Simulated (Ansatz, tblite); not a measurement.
(BN)n: gap (eV) at several levels, gas phase, relaxed structures; Ansatz, xTB through tblite. Clusters are the lowest isomers that short searches found in that spin, judged at the geometry's level. The structures are stationary points that may keep the symmetry of their start.

```tsv
species	state	geometry	GFN1-xTB	GFN2-xTB	PBE-D4/def2-SVP	PBE-D4/def2-TZVP	r2SCAN-D4/def2-TZVP	PBE0-D4/def2-SVP
B3N3	singlet	PBE0-D4/def2-SVP	2.88	2.61	3.80	3.70	4.21	5.99
B7N7	singlet	PBE-D4/def2-SVP	4.41	4.33	4.97	5.00	5.59	7.08
B9N9	singlet	r2SCAN-D4/def2-SVP	4.12	4.06	4.59	4.64	5.23	6.67
```

Over the 3 species that have every level, the mean is 3.80 at GFN1-xTB, 3.66 at GFN2-xTB, 4.45 at PBE-D4/def2-SVP, 4.45 at PBE-D4/def2-TZVP, 5.01 at r2SCAN-D4/def2-TZVP, 6.58 at PBE0-D4/def2-SVP. Orbital gaps grow with the share of exact exchange and aren't one observable across functionals.
